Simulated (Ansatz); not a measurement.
Reaction (isomerisation): `O[Si](O)(Cl)N[SiH2]Cl` → `O[SiH2]N[Si](O)(Cl)Cl`

Isolated molecules relaxed with PBE0-D4/def2-TZVP in Ansatz; ΔE leaves out vibrations. CBS: MP2 limit from def2 TZ/QZ plus the TZ coupled-cluster correction, frozen cores. DFT in def2-TZVPP. B3LYP here is the variant with VWN-RPA as its local correlation; programs differ in this. Each species was taken in one conformer, which may not be the lowest.

(1) Is it downhill or uphill in electronic energy at CCSD(T)/CBS, and by how much? (Estimate.)

(2) What do these levels give: PBE-D4, ωB97X-V, ωB97M-V, B2PLYP, PBE, PBE0, B3LYP, HF/def2-TZVPP, SCS-MP2/def2-TZVPP, CCSD(T)/def2-TZVPP, HF/def2-QZVPP, CCSD/CBS(def2)? (Estimate.)

Largest T1 diagnostic among the species: 0.011.

## Answers

(1) Computed: Uphill: ΔE = +3.3 kcal/mol.

(2) Ansatz gave: PBE-D4 2.9, ωB97X-V 3.3, ωB97M-V 3.3, B2PLYP 3.0, PBE 2.8, PBE0 3.2, B3LYP 3.1, HF/def2-TZVPP 4.7, SCS-MP2/def2-TZVPP 3.3, CCSD(T)/def2-TZVPP 3.3, HF/def2-QZVPP 4.7, CCSD/CBS(def2) 3.6 kcal/mol.

In def2-TZVPP, CCSD(T) changes the Hartree–Fock value by −1.4 kcal/mol (the triples alone add −0.3 kcal/mol) and MP2 by −1.6 kcal/mol.
